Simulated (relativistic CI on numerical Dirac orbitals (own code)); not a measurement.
Pt⁶⁺: resonant inelastic scattering at the O2,3 edge

Computed with this model: Dirac-Coulomb-Breit CI, separate exchange-only KLI orbitals for each configuration, model QED (radiative potential, 1s self-energy scaled to tabulated hydrogen-like ionisation energies), valence Slater integrals scaled by 0.8, Kramers-Heisenberg scattering through one core-hole configuration in a parametric crystal field; configurations [Xe] 4f14 5d4 → [Kr] 4d10 4f14 5s2 5p5 5d5; 300 K; core-hole width 1 eV; summed over polarisations. Incident energies are the highest absorption maxima for each field (at most a few, so the weaker spin-orbit partner edge can be absent), on the computed scale of the free ion. Intensities are in per cent of the strongest line above 0.02 eV; levels within 1 cm⁻¹ are merged; final levels count from the ground level, the first row holds all elastic scattering, lines under 0.4 are left out and each table stops after 24 rows. The scale of the Slater integrals is a model choice and moves the terms in proportion.

Field parameters in Wybourne normalisation: Oh B⁴₀ = 21Dq, B⁴₄ = √(5/14) B⁴₀. The field is a parameter set, without covalency.

S is read from ⟨S²⟩ = S(S + 1).

Oh, 10Dq = 10000 cm⁻¹:

```tsv
Final level (eV)	Degeneracy	Irrep	S	58.2 eV	60.1 eV	64.4 eV
0.000	1	A1	1.50	426.9	94.8	47.4
0.942	3	T1	1.77	100.0	31.5	42.2
1.473	2	E	1.85	2.2	12.6	28.2
1.625	3	T2	1.85	3.7	9.5	16.3
2.194	3	T2	1.22	0.1	4.8	19.9
2.384	2	E	1.18	3.2	0.3	11.5
2.391	3	T1	1.46	2.6	5.1	14.9
2.393	1	A1	1.40	6.3	8.3	4.2
2.705	3	T2	1.65	0.9	4.3	4.8
2.721	3	T1	1.49	2.7	7.7	1.7
2.860	1	A1	1.65	23.3	38.9	2.1
3.242	2	E	1.45	0.5	0.7	3.7
3.264	3	T1	1.53	1.0	4.0	0.9
3.307	3	T2	1.53	0.5	0.6	1.6
3.654	3	T1	1.26	1.4	1.1	3.4
3.801	3	T2	1.08	0.6	0.2	2.1
3.969	3	T2	1.05	0.5	0.5	2.9
4.104	3	T1	1.15	0.1	0.1	4.7
4.126	2	E	0.89	0.5	0.3	6.4
4.217	1	A1	1.32	2.0	16.9	1.9
4.235	2	E	1.03	3.7	4.4	1.3
4.299	3	T1	1.01	0.1	0.3	1.2
4.350	3	T2	0.77	0.9	0.0	20.1
4.620	3	T2	0.87	0.1	0.7	0.9
```

Oh, 10Dq = 22550 cm⁻¹:

```tsv
Final level (eV)	Degeneracy	Irrep	S	58.8 eV	61.2 eV	63.6 eV
0.000	1	A1	1.24	711.4	222.8	101.9
1.000	3	T1	1.42	67.6	39.1	32.1
1.578	2	E	1.39	10.1	33.0	40.6
1.644	3	T2	1.14	10.1	1.4	3.7
2.375	3	T2	1.67	13.0	21.0	22.6
2.481	2	E	1.45	20.0	19.6	12.5
2.660	1	A1	1.65	37.2	7.0	1.2
2.665	3	T1	1.56	14.3	13.9	11.3
3.217	3	T2	0.82	1.8	3.9	6.1
3.336	2	E	0.86	8.7	8.6	3.5
3.664	1	A1	1.32	12.6	100.0	2.0
3.679	3	T1	1.15	8.0	45.3	9.2
4.120	3	T1	1.42	2.4	6.9	46.3
4.180	3	T2	1.38	1.7	27.8	10.1
4.378	2	E	1.08	6.1	12.2	0.4
4.524	3	T1	1.15	7.4	10.4	2.5
4.584	3	T2	1.09	9.2	1.1	16.3
4.663	3	T2	1.30	10.6	2.7	16.8
4.862	3	T2	1.01	1.7	1.9	1.6
4.918	3	T1	1.08	2.1	3.3	8.2
4.943	1	A1	0.60	10.0	4.3	9.2
5.094	2	E	0.96	1.5	0.2	22.4
5.142	3	T1	1.31	4.4	3.9	14.7
5.279	3	T2	1.06	9.5	5.1	43.1
```

Oh, 10Dq = 35100 cm⁻¹:

| Final level (eV) | Degeneracy | Irrep | S | 58 eV | 58.7 eV | 60.1 eV |
| --- | --- | --- | --- | --- | --- | --- |
| 0.000 | 1 | A1 | 1.08 | 480.1 | 387.8 | 917.8 |
| 0.940 | 3 | T1 | 1.15 | 53.5 | 52.5 | 100.0 |
| 1.478 | 3 | T2 | 0.89 | 11.1 | 11.6 | 33.1 |
| 1.500 | 2 | E | 1.01 | 22.2 | 7.8 | 9.4 |
| 2.931 | 3 | T2 | 0.72 | 13.8 | 14.0 | 27.6 |
| 2.974 | 2 | E | 0.75 | 11.3 | 3.7 | 15.0 |
| 3.475 | 3 | T2 | 1.80 | 31.2 | 37.3 | 44.4 |
| 3.517 | 3 | T1 | 1.81 | 4.2 | 0.1 | 3.0 |
| 3.547 | 1 | A1 | 1.81 | 7.5 | 4.5 | 46.1 |
| 3.554 | 2 | E | 1.70 | 19.2 | 22.7 | 60.2 |
| 4.451 | 1 | A1 | 0.72 | 0.8 | 8.5 | 33.7 |
| 4.935 | 3 | T1 | 1.01 | 8.0 | 9.6 | 34.4 |
| 5.377 | 3 | T1 | 1.16 | 19.7 | 16.1 | 20.3 |
| 5.436 | 1 | A1 | 0.92 | 4.9 | 2.3 | 4.7 |
| 5.509 | 2 | E | 1.07 | 16.2 | 9.3 | 2.9 |
| 5.525 | 3 | T2 | 0.99 | 8.8 | 5.8 | 2.3 |
| 5.739 | 3 | T1 | 1.06 | 1.6 | 1.9 | 11.4 |
| 5.773 | 3 | T2 | 1.06 | 15.4 | 14.9 | 18.3 |
| 5.903 | 3 | T2 | 0.99 | 1.3 | 3.0 | 1.9 |
| 6.058 | 3 | T1 | 1.00 | 2.7 | 8.6 | 4.9 |
| 6.072 | 3 | T2 | 1.08 | 2.6 | 0.5 | 0.7 |
| 6.120 | 2 | E | 0.98 | 0.6 | 2.5 | 2.5 |
| 6.400 | 3 | T2 | 1.05 | 0.4 | 0.4 | 6.1 |
| 6.459 | 3 | T1 | 1.07 | 2.0 | 4.7 | 6.4 |

For the first field the strongest loss at the lowest incident energy is the level at 0.94 eV (S = 1.77, against 1.50 in the thermal ground state). Levels of other spin, the first over 8 % at 4.35 eV, appear because spin-orbit coupling of the core hole, and in heavier ions of the valence shell too, mixes spins.
